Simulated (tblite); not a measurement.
Compound: C6H11NO (charge -1 and doublet state).
Bonds: C1–C2 (double), C2–C3, C3–O4, C3–N5, N5–C6, N5–C7, C7–C8. Hydrogens: H9, H10 on C1; H11 on C2; H12, H13, H14 on C6; H15, H16 on C7; H17, H18, H19 on C8.
Bond orders are those of one Lewis drawing.

Computed with GFN2-xTB (tblite), gas phase: L-BFGS steps from a force-field or distance-geometry start until the largest atomic force falls under 0.01 eV/Å.

Step 18: E = -695.9090 eV
```
atom  x, y, z in Å  |  force x, y, z in eV/Å
C1      2.4557   -0.0150    0.7289   -0.015  -0.010   0.003
C2      1.9286    0.4064   -0.4748    0.089   0.036  -0.019
C3      0.6343    0.2373   -0.9656    0.053   0.025   0.021
O4      0.1998    0.6604   -2.0781   -0.055  -0.013   0.051
N5     -0.2829   -0.5410   -0.0895    0.049   0.017  -0.034
C6     -0.6127   -1.7766   -0.7622   -0.023  -0.003  -0.030
C7     -1.4887    0.2169    0.1809   -0.013  -0.025  -0.063
C8     -1.1965    1.3903    1.1052    0.017  -0.020  -0.028
H9      3.4849    0.1954    0.9840   -0.030  -0.032   0.027
H10     1.8614   -0.5529    1.4431   -0.025  -0.036   0.053
H11     2.6025    0.9441   -1.1375   -0.034   0.051  -0.072
H12    -1.1462   -1.5946   -1.7110   -0.009  -0.074  -0.048
H13    -1.2477   -2.3972   -0.1196   -0.020  -0.029   0.022
H14     0.3058   -2.3202   -0.9840    0.025   0.035   0.038
H15    -2.2236   -0.4511    0.6536   -0.007  -0.021   0.043
H16    -1.9333    0.5890   -0.7619   -0.035   0.047   0.004
H17    -2.1217    1.9014    1.3730    0.020   0.033   0.008
H18    -0.5275    2.0827    0.6035    0.014   0.026  -0.006
H19    -0.7020    1.0339    2.0046   -0.003  -0.005   0.030
```

Step 19: E = -695.9106 eV
```
atom  x, y, z in Å  |  force x, y, z in eV/Å
C1      2.4521   -0.0154    0.7265   -0.013  -0.026   0.034
C2      1.9278    0.4084   -0.4764    0.043   0.030  -0.026
C3      0.6325    0.2400   -0.9644    0.016   0.000   0.018
O4      0.1911    0.6637   -2.0738   -0.028   0.002   0.034
N5     -0.2830   -0.5413   -0.0879    0.006   0.007  -0.027
C6     -0.6099   -1.7783   -0.7613   -0.012   0.003  -0.017
C7     -1.4903    0.2167    0.1802   -0.005  -0.017  -0.035
C8     -1.1938    1.3905    1.1044    0.014  -0.028  -0.032
H9      3.4789    0.1901    0.9890    0.024  -0.008   0.012
H10     1.8563   -0.5528    1.4382   -0.062  -0.059   0.074
H11     2.6000    0.9467   -1.1380   -0.003   0.071  -0.097
H12    -1.1409   -1.5970   -1.7119   -0.005  -0.078  -0.038
H13    -1.2449   -2.4023   -0.1205   -0.005   0.000   0.009
H14     0.3116   -2.3187   -0.9798    0.012   0.034   0.034
H15    -2.2279   -0.4490    0.6545    0.023  -0.008   0.017
H16    -1.9322    0.5900   -0.7640   -0.032   0.034   0.025
H17    -2.1165    1.9068    1.3741    0.039   0.017  -0.003
H18    -0.5220    2.0791    0.6002    0.003   0.021   0.006
H19    -0.6986    1.0321    2.0035   -0.015   0.004   0.012
```

Step 20: E = -695.9120 eV
```
atom  x, y, z in Å  |  force x, y, z in eV/Å
C1      2.4488   -0.0162    0.7253   -0.012  -0.031   0.042
C2      1.9282    0.4106   -0.4782   -0.009   0.013  -0.014
C3      0.6314    0.2424   -0.9632   -0.014  -0.020   0.015
O4      0.1833    0.6663   -2.0695    0.002   0.022   0.009
N5     -0.2829   -0.5415   -0.0873   -0.039  -0.007  -0.016
C6     -0.6078   -1.7797   -0.7609    0.002   0.003  -0.001
C7     -1.4917    0.2163    0.1790    0.005   0.001   0.004
C8     -1.1913    1.3903    1.1033    0.011  -0.021  -0.023
H9      3.4741    0.1853    0.9937    0.055   0.007   0.001
H10     1.8512   -0.5536    1.4355   -0.075  -0.058   0.061
H11     2.5976    0.9503   -1.1405    0.017   0.073  -0.091
H12    -1.1366   -1.6008   -1.7135    0.001  -0.075  -0.023
H13    -1.2428   -2.4065   -0.1210    0.012   0.028  -0.006
H14     0.3167   -2.3167   -0.9757    0.003   0.025   0.026
H15    -2.2309   -0.4476    0.6557    0.049   0.003  -0.010
H16    -1.9321    0.5917   -0.7654   -0.028   0.017   0.038
H17    -2.1114    1.9115    1.3750    0.051  -0.001  -0.015
H18    -0.5174    2.0765    0.5976   -0.006   0.010   0.015
H19    -0.6961    1.0307    2.0028   -0.024   0.010  -0.010
```

Q: Estimate the geometry and energy of step 21. (The exact step hangs on the optimiser's Hessian estimate; all steps are aligned on step 20, rigid shifts and turns removed.)

A: E = -695.9133 eV, largest force 0.073 eV/Å
```
atom  x, y, z in Å  |  force x, y, z in eV/Å
C1      2.4457   -0.0175    0.7248   -0.006  -0.028   0.038
C2      1.9288    0.4128   -0.4800   -0.045  -0.002   0.001
C3      0.6305    0.2443   -0.9619   -0.032  -0.026   0.001
O4      0.1763    0.6690   -2.0654    0.032   0.037  -0.007
N5     -0.2834   -0.5418   -0.0872   -0.061  -0.014  -0.008
C6     -0.6061   -1.7809   -0.7607    0.012   0.000   0.008
C7     -1.4928    0.2160    0.1778    0.013   0.019   0.034
C8     -1.1888    1.3897    1.1018    0.009  -0.004  -0.007
H9      3.4706    0.1811    0.9979    0.049   0.010  -0.009
H10     1.8454   -0.5555    1.4342   -0.060  -0.035   0.021
H11     2.5956    0.9550   -1.1444    0.011   0.049  -0.050
H12    -1.1329   -1.6059   -1.7156    0.007  -0.066  -0.009
H13    -1.2407   -2.4097   -0.1215    0.021   0.045  -0.014
H14     0.3214   -2.3144   -0.9713   -0.001   0.012   0.017
H15    -2.2327   -0.4464    0.6568    0.059   0.007  -0.027
H16    -1.9327    0.5937   -0.7660   -0.026   0.001   0.040
H17    -2.1059    1.9158    1.3755    0.046  -0.013  -0.024
H18    -0.5135    2.0744    0.5956   -0.006  -0.001   0.018
H19    -0.6945    1.0296    2.0020   -0.023   0.009  -0.024
```

The energy changes by -0.0013 eV. The first-order estimate −F·Δx gives -0.0018 eV and the mean of the old and new forces, exact on a quadratic surface, -0.0013 eV. The step makes an angle of 68° with the force vector and moves no atom by more than 0.009 Å.

What follows is the cost of the whole relaxation. On one thread of an Arm Neoverse N1, no GPU, on a shared host, this took 1.2 s of wall time.
